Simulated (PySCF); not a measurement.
Species: methyl tert-butylacetate, C7H14O2.
Geometry (PBE0-D3(BJ)/def2-SVP, Å), atoms numbered from 1 in this order:
```
atom  x, y, z in Å
C1     3.2658   -0.6724   -0.0719
O2     2.0335   -0.4608    0.5926
C3     1.2468    0.4927    0.0723
O4     1.5646    1.1465   -0.8888
C5    -0.0573    0.6026    0.8117
C6    -1.2507   -0.0194    0.0479
C7    -0.9422   -1.4745   -0.3118
C8    -1.5476    0.7771   -1.2236
C9    -2.4668    0.0298    0.9748
H10    3.7799   -1.4695    0.4778
H11    3.8741    0.2442   -0.0731
H12    3.1012   -0.9755   -1.1168
H13    0.0482    0.1105    1.7893
H14   -0.2561    1.6727    0.9782
H15   -1.8195   -1.9500   -0.7777
H16   -0.1090   -1.5465   -1.0286
H17   -0.6707   -2.0607    0.5801
H18   -0.6758    0.8106   -1.8920
H19   -1.8201    1.8169   -0.9826
H20   -2.3909    0.3248   -1.7692
H21   -3.3591   -0.3691    0.4670
H22   -2.6897    1.0635    1.2832
H23   -2.3010   -0.5676    1.8856
```

Computed, not measured: PySCF 2.14.0, PBE0-D3(BJ)/def2-SVP geometry optimisation, gas phase.

Masses are those of the commonest isotopes; rigid-rotor values at the optimised geometry. The values belong to one conformer with, in the numbering `[CH3:1][O:2][C:3](=[O:4])[CH2:5][C:6]([CH3:7])([CH3:8])[CH3:9]`, C1–O2–C3–O4 -1°, O2–C3–C5–C6 -104°.

Problem. Give the principal moments of inertia and the rotational constants in MHz.

Solution. Ia = 169.48, Ib = 517.17, Ic = 558.53 u·Å²; 505379 MHz·u·Å²/I gives A = 2982, B = 977.2, C = 904.8 MHz.

Problem. Classify the top.

Solution. A near-prolate asymmetric top. Ray's parameter κ = (2B − A − C)/(A − C) = -0.930; −1 is the prolate and +1 the oblate limit.

Problem. Is it planar, by Δ = Ic − Ia − Ib?

Solution. Not planar: Δ = Ic − Ia − Ib = -128.13 u·Å². For a rigid frame Δ = −2 Σ m c², so Σ m c² = 64.06 u·Å² lies off the ab plane: 21.25 from hydrogen and 42.81 from heavier atoms. The atom farthest from that plane is 1.85 Å away.

Problem. Which types of transition are allowed, and where do some lines up to J = 4 fall?

Solution. The dipole components are |μa| = 0.00 D, |μb| = 1.64 D, |μc| = 0.13 D. Intensities carry the squares of the components, which stand as 0.00 : 1.00 : 0.01 (a : b : c). Some lines, for components of 0.1 D or more:

| type | branch | J(Ka,Kc) | MHz | lower level (cm⁻¹) |
| --- | --- | --- | --- | --- |
| b | R | 4(1,3) ← 3(2,2) | 1762 | 0.649 |
| c | Q | 2(1,2) ← 2(0,2) | 1934 | 0.188 |
| b | Q | 1(1,0) ← 1(0,1) | 2077 | 0.063 |
| b | Q | 2(1,1) ← 2(0,2) | 2151 | 0.188 |
| b | Q | 4(1,3) ← 4(0,4) | 2426 | 0.627 |
| b | R | 1(1,1) ← 0(0,0) | 3887 | 0.000 |
| b | R | 4(0,4) ← 3(1,3) | 5677 | 0.437 |
| b | Q | 4(2,2) ← 4(1,3) | 5793 | 0.708 |
| c | R | 2(1,1) ← 1(0,1) | 5913 | 0.063 |
| b | R | 4(1,4) ← 3(0,3) | 9212 | 0.376 |
| b | Q | 4(3,1) ← 4(2,2) | 10182 | 0.901 |
| c | Q | 3(3,1) ← 3(2,1) | 10196 | 0.649 |
| b | Q | 4(3,2) ← 4(2,3) | 10211 | 0.900 |
| b | R | 3(2,1) ← 2(1,2) | 11887 | 0.253 |
| c | R | 4(2,2) ← 3(1,2) | 13462 | 0.452 |
| b | Q | 4(4,0) ← 4(3,1) | 14283 | 1.241 |
| b | Q | 4(4,1) ← 4(3,2) | 14283 | 1.241 |
| b | R | 4(3,2) ← 3(2,1) | 17728 | 0.649 |
| c | R | 4(3,2) ← 3(2,2) | 17738 | 0.649 |
| b | R | 4(3,1) ← 3(2,2) | 17738 | 0.649 |

Problem. Estimate the classical rotational partition function at 25 K, 50 K and 500 K.

Solution. Point group C1, symmetry number σ = 1; q = (√π/σ)·√((kT/h)³/(ABC)), k/h = 20836.6 MHz/K: 13000 at 25 K, 36700 at 50 K, 1160000 at 500 K.

No PBE0-D3(BJ)/def2-SVP frequencies stand behind this structure, so it isn't proved a minimum. These are rigid-rotor constants of the computed structure; measured ground-state constants (B0) also hold zero-point vibration. A rigid rotor knows nothing of internal rotation, which can split or shift real lines.
